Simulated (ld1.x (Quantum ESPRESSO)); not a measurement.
**Pd (Z = 46), TM: configuration errors across variants**

ld1.x (Quantum ESPRESSO) 7.5 input, shortened:

```
&input
   title='Pd', zed=46., rel=1, dft='PZ', iswitch=3,
   config='[Kr] 4d8 5s0 5p0'
 /
 &inputp
   pseudotype=2, tm=.true., lloc=0,
   nlcc=.true., new_core_ps=.true., rcore=1.10
 /
3
5P  2  1   0.00   0.00  3.00  3.00  0.0
4D  3  2   8.00   0.00  1.60  1.60  0.0
5S  1  0   0.00   0.00  2.45  2.45  0.0
 &test
   configts(1)='4d8 5s0 5p0'
 /
```

All-electron excitation energies from the reference (eV): (1) 4d10 5s0 5p0 -30.470; (2) 4d9 5s0 5p0 -21.081; (3) 4d7 5s0 5p0 34.595; (4) 4d9.5 5s0 5p0 -27.100; (5) 4d9 5s1 5p0 -29.034; (6) 4d9 5s0 5p1 -25.152; (7) 4d8 5s1 5p0 -16.674; (8) 4d8 5s0 5p0 spin -0.635; (9) 4d9 5s0 5p0 spin -21.225.

Spin tests fill each open shell by Hund’s rule, majority spin first.

Errors AE − PS in meV (a dash: test not solved or not reliable):

| change | (1) | (2) | (3) | (4) | (5) | (6) | (7) | (8) | (9) | bound ghosts |
| --- | --- | --- | --- | --- | --- | --- | --- | --- | --- | --- |
| base | -398 | -147 | -241 | -278 | -103 | -105 | -8.7 | +18 | -144 | none |
| wave 4d (bound): rc 1.60 bohr becomes 4d (bound): rc 1.08 bohr | -401 | -149 | -243 | -280 | -104 | -106 | -9.0 | +13 | -146 | none |
| wave 4d (bound): rc 1.60 bohr becomes 4d (bound): rc 1.34 bohr | -399 | -148 | -243 | -279 | -103 | -105 | -8.9 | – | – | none |
| wave 4d (bound): rc 1.60 bohr becomes 4d (bound): rc 1.78 bohr | -395 | -146 | -237 | -276 | -103 | -104 | -8.4 | +21 | -142 | none |
| wave 4d (bound): rc 1.60 bohr becomes 4d (bound): rc 1.88 bohr | -393 | -145 | -233 | -274 | -103 | -104 | -8.1 | +23 | -140 | none |
| wave 4d (bound): rc 1.60 bohr becomes 4d (bound): rc 2.12 bohr | -382 | -139 | -216 | -264 | -103 | -100 | -7.3 | – | -132 | none |
| wave 4d (bound): rc 1.60 bohr becomes 4d (bound): rc 2.32 bohr | -362 | -128 | -188 | -248 | -101 | -94 | -6.3 | +35 | -120 | none |

(1) Give the same row for: wave 4d (bound): rc 1.60 bohr becomes 4d (bound): rc 1.56 bohr.

Results:

(1) -398, -147, -241, -278, -103, -105, -8.8, +17, -144; bound ghosts: none.
